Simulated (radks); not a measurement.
Question: Dipole-allowed excitations along the series with 4 electrons in [He] 2s2. All-electron calculation, non-relativistic Kohn-Sham, exchange-only LDA, spin-polarised, spherical densities, point nucleus. Program: a radial shooting solver on a logarithmic mesh with Libxc functionals. Time-dependent linear response with the Hartree and adiabatic exchange-only LDA kernel, continuum included through the Sternheimer equations. Lines are the poles of the dipole polarisability below minus the highest occupied eigenvalue, found on a grid refined at the orbital gaps; the lowest seven at most are given, and weak or close lines can be missed. The first line takes the name of the lowest orbital gap if no other gap lies below it; otherwise a line is named after a gap within 0.6 % of it, if that gap stands alone.

| species | -e(HOMO) (eV) | lowest orbital gap (eV) | first line (eV) | f | strongest line (eV) | its f | static alpha (bohr^3) |
|---|---|---|---|---|---|---|---|
| B+ | 18.149 | 2s-2p 5.916 | 8.512 (2s-2p) | 0.996 | the first | 0.996 | 10.95 |
| C2+ | 38.702 | 2s-2p 8.306 | 11.853 (2s-2p) | 0.735 | the first | 0.735 | 4.263 |
| N3+ | 66.150 | 2s-2p 10.642 | 15.061 (2s-2p) | 0.583 | the first | 0.583 | 2.101 |
| F5+ | 141.58 | 2s-2p 15.243 | 21.328 (2s-2p) | 0.415 | 93.713 (2s-3p) | 0.445 | 0.7387 |

Estimate the first line of O4+, its oscillator strength and the static polarisability.

Answer: 18.210 eV (2s-2p), f = 0.484, alpha = 1.190 bohr^3.
